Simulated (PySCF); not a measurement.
## Polarisability and C₆ of Tc²⁺ (technetium, charge +2)

[Kr] 4d5, high-spin 6S determinant. Computed with PySCF 2.14 in dyall-av2z, with the non-relativistic Hamiltonian (point nucleus). Coupled (time-dependent) response in atomic units; α is the mean over directions. A double-zeta set is small for polarisabilities.

| method | mean α (bohr³) | C₆ (like pair) | S(−4) |
| --- | --- | --- | --- |
| revPBE | 8.497 | 45.32 | 23.50 |

S(−4) is the Cauchy moment in α(ω) = α(0) + S(−4) ω² + …

α(iu) at revPBE:

| u (hartree) | α(iu) (bohr³) |
| --- | --- |
| 0 | 8.497 |
| 0.0500 | 8.439 |
| 0.100 | 8.273 |
| 0.200 | 7.715 |
| 0.300 | 7.031 |
| 0.500 | 5.748 |
| 0.750 | 4.521 |
| 1.00 | 3.622 |
| 1.50 | 2.441 |
| 2.00 | 1.737 |
| 3.00 | 0.9899 |
| 5.00 | 0.4362 |

A single London oscillator, α(iu) = α/(1 + u²/ω²), gives C₆ = (3/4) ω α². Matching the computed C₆ needs ω = 4 × 45.32 / (3 × 8.497²) = 0.837 hartree.

For an ion, C₆ is the dispersion term alone; charge-induced terms of lower order in 1/R come first.

A non-relativistic calculation at this Z misses sizeable relativistic shifts.
